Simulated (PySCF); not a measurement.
## How methods differ on the excitation energy of Pr⁺

Pr⁺ [Xe] 4f3 6s1 (high-spin determinant) → Pr⁺ [Xe] 4f3 5d1 (high-spin determinant), as a difference of total energies. Computed with PySCF 2.14 in x2c-TZVPPall with one added diffuse shell each of s, p, d, f type (12s8p8d5f2g, 129 functions), with the spin-free X2C one-electron Hamiltonian (Gaussian nucleus). Correlated levels: valence: [Kr] 4d10 frozen; valence and next inner shell: [Ar] 3d10 frozen. The calculations carry no spin-orbit coupling.

```json
{"method": "UHF", "excitation energy (cm⁻¹)": "6183.8"}
{"method": "LDA", "excitation energy (cm⁻¹)": "6956.1"}
{"method": "PBE", "excitation energy (cm⁻¹)": "5622.1"}
{"method": "PBE0", "excitation energy (cm⁻¹)": "4938.4"}
{"method": "r2SCAN", "excitation energy (cm⁻¹)": "4154.8"}
{"method": "MP2 (valence)", "excitation energy (cm⁻¹)": "6163.2"}
{"method": "SCS-MP2 (valence)", "excitation energy (cm⁻¹)": "6297.9"}
{"method": "MP2 (valence and next inner shell)", "excitation energy (cm⁻¹)": "6714.8"}
{"method": "SCS-MP2 (valence and next inner shell)", "excitation energy (cm⁻¹)": "6787.2"}
```

How much does correlation contribute at MP2 (valence and next inner shell)?

6714.8 − (6183.8) = 531.0 cm⁻¹, measured against UHF.

A first-order spin-orbit estimate (lowest level to lowest level, LS coupling) adds -0.060 eV.

The determinant of the upper state and of the lower state mixes LS terms, which raises its energy above the lowest term, most at the Hartree-Fock and MP2 levels.
